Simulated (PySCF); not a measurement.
Gas-phase reaction: Au + Cl → AuCl

Computed with PySCF and rigid-rotor harmonic-oscillator thermochemistry at 1 bar. † marks an energy on the PBE0/def2-TZVP geometry and frequencies; other levels use their own. MP2 and CCSD(T) freeze the core. Open shells (unrestricted): Au (multiplicity 2), Cl (multiplicity 2); the rest are closed-shell singlets. Spin-orbit splitting is ignored; it lowers the true energy and changes the entropy of Cl. Au: scalar-relativistic def2 core potential, no spin-orbit coupling. MP2 isn't extrapolated to the basis-set limit. CCSD(T) isn't extrapolated to the basis-set limit. Warning, large T1 diagnostic: AuCl (CCSD(T)/def2-SVP†, CCSD(T)/def2-TZVPP†).

```json
[
 {"level": "BLYP/def2-TZVP†", "ΔH°(298 K), kJ": "(withheld)"},
 {"level": "CCSD(T)/def2-SVP†", "ΔH°(298 K), kJ": "-234"},
 {"level": "CCSD(T)/def2-TZVPP†", "ΔH°(298 K), kJ": "(withheld)"},
 {"level": "HF/def2-TZVP†", "ΔH°(298 K), kJ": "-155"},
 {"level": "MP2/def2-SVP†", "ΔH°(298 K), kJ": "(withheld)"},
 {"level": "PBE/def2-SVP", "ΔH°(298 K), kJ": "-286"},
 {"level": "r2SCAN/def2-TZVP†", "ΔH°(298 K), kJ": "(withheld)"},
 {"level": "ωB97X-V/def2-TZVP†", "ΔH°(298 K), kJ": "-280"}
]
```

Question: Complete the blanks.

Answer: 
- BLYP/def2-TZVP†, ΔH°(298 K), kJ: -262
- CCSD(T)/def2-TZVPP†, ΔH°(298 K), kJ: -267
- MP2/def2-SVP†, ΔH°(298 K), kJ: -232
- r2SCAN/def2-TZVP†, ΔH°(298 K), kJ: -288
